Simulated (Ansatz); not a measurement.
Species: C$_{3}$H$_{4}$S, SMILES `CC#CS` (charge 0, multiplicity 1).

### Question
Give a relaxed geometry from PBE0-D3(BJ)/def2-TZVP in Ansatz (a quantum-chemistry and plane-wave program).

### Answer
the end point of this relaxation (outside a Z-matrix the atoms follow the SMILES, hydrogens last).
Cartesian coordinates (Å) in one orientation:
```xyz
8

C     -1.483     0.079     0.040
C     -0.039     0.131    -0.059
C      1.163     0.165    -0.143
S      2.829     0.360    -0.251
H     -1.894    -0.667    -0.645
H     -1.809    -0.171     1.053
H     -1.917     1.047    -0.226
H      3.150    -0.944    -0.342
```
